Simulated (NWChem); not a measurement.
Total energies of F2Mg

```
Mg
F 1 1.7682
F 1 1.7682 2 180.00
```
Charge 0, spin multiplicity 1.

The numbers come from NWChem runs, not from measurements. All single points use one geometry, from PBE/def2-SVP, a minimum by its harmonic frequencies.

Basis set: cc-pVDZ (46 functions).

```csv
method,total energy (Ha)
RHF,-398.62299
MP2,-399.03534
B2PLYP,-399.64306
PBE,-399.57607
B3LYP,-399.91276
TPSS,-399.92077
CCSD(T),-399.04213
```

Total energies of different functionals aren't comparable as a measure of quality: only differences taken within one method are. 

The correlated methods keep 7 core orbitals frozen. B3LYP has NWChem's definition, with VWN1-RPA local correlation. The structure started from a generated list of species. Coupled-cluster values serve here as a point of comparison, not as the truth.
